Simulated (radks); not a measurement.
Species: Os4+. Configuration: [Xe] 4f14 5d4.

Method: scalar-relativistic Kohn-Sham, PBE, spin-polarised, spherical densities, point nucleus; open shells are filled with parallel spins first (spin-orbit coupling, left out, can overturn this in heavy ions); computed with a radial shooting solver on a logarithmic mesh with Libxc functionals.

Energy parts (hartree):
| part | energy |
|---|---|
| total | -17250.4211 |
| kinetic | 19125.0647 |
| electron-nucleus | -42636.8699 |
| Hartree | 6598.2797 |
| exchange-correlation | -336.8956 |

Orbitals (lengths in bohr, moments of r in powers of bohr; <r^-3> diverges for s and p1/2):
\begin{tabular}{lrrrrr}
orbital & occ. & eigenvalue (hartree) & <r> & <r^-3> & <r^4> \\ \hline
1s down & 1 & -2716.771 & 0.01773 & - & 5.117e-07 \\
1s up & 1 & -2716.771 & 0.01773 & - & 5.117e-07 \\
2s up & 1 & -474.5511 & 0.07489 & - & 0.00007619 \\
2s down & 1 & -474.5408 & 0.07489 & - & 0.00007619 \\
2p up & 3 & -413.3809 & 0.06728 & 21900 & 0.00006063 \\
2p down & 3 & -413.3726 & 0.06728 & 21900 & 0.00006063 \\
3s up & 1 & -111.7311 & 0.1939 & - & 0.002781 \\
3s down & 1 & -111.7278 & 0.1939 & - & 0.002781 \\
3p up & 3 & -93.77393 & 0.1945 & 4936 & 0.003018 \\
3p down & 3 & -93.77018 & 0.1945 & 4936 & 0.003018 \\
3d up & 5 & -73.73325 & 0.1762 & 625.9 & 0.002326 \\
3d down & 5 & -73.72620 & 0.1762 & 625.9 & 0.002326 \\
4s up & 1 & -24.91509 & 0.4318 & - & 0.06410 \\
4s down & 1 & -24.90559 & 0.4318 & - & 0.06409 \\
4p up & 3 & -19.02606 & 0.4594 & 1163 & 0.08561 \\
4p down & 3 & -19.01727 & 0.4594 & 1162 & 0.08552 \\
4d up & 5 & -11.72013 & 0.4890 & 127.3 & 0.1229 \\
4d down & 5 & -11.70975 & 0.4888 & 127.3 & 0.1223 \\
5s up & 1 & -5.06974 & 1.003 & - & 1.839 \\
5s down & 1 & -4.98501 & 0.9955 & - & 1.789 \\
4f up & 7 & -3.60400 & 0.5566 & 22.92 & 0.3187 \\
4f down & 7 & -3.58549 & 0.5531 & 23.07 & 0.3045 \\
5p up & 3 & -3.56191 & 1.152 & 184.0 & 3.328 \\
5p down & 3 & -3.45379 & 1.144 & 189.3 & 3.255 \\
5d up & 4 & -1.82106 & 1.532 & 12.45 & 11.51 \\
5d down & 0 & -1.69394 & 1.539 & 12.59 & 11.98 \\
6s up & 0 & -1.53637 & 2.305 & - & 49.18 \\
6s down & 0 & -1.44056 & 2.331 & - & 51.38 \\
6p up & 0 & -1.17363 & 2.727 & 33.65 & 96.28 \\
5f up & 0 & -0.67781 & 3.118 & 0.5213 & 194.0 \\
\end{tabular}

The highest occupied level is 5d up at -49.554 eV. Summed over all electrons, <r^2> = 32.58 bohr^2, which gives a Langevin (diamagnetic) susceptibility term of -25.8 x 10^-6 cm^3/mol. Spin moment in Bohr magnetons: 4. For comparison, the ionisation energy in NIST's Atomic Spectra Database is 55 eV (theoretical). In exact Kohn-Sham theory the highest level is minus the ionisation energy, but local and semilocal functionals leave it too shallow, through self-interaction and a potential that decays too fast; potentials with the right tail come closer. The density falls to 0.001 e/bohr^3 at r = 3.16 bohr.

Run on one thread of a shared host, so times are rough (Arm Neoverse V2): 0.34 s of CPU time, 0.34 s wall, 16 iterations on 2516 mesh points.
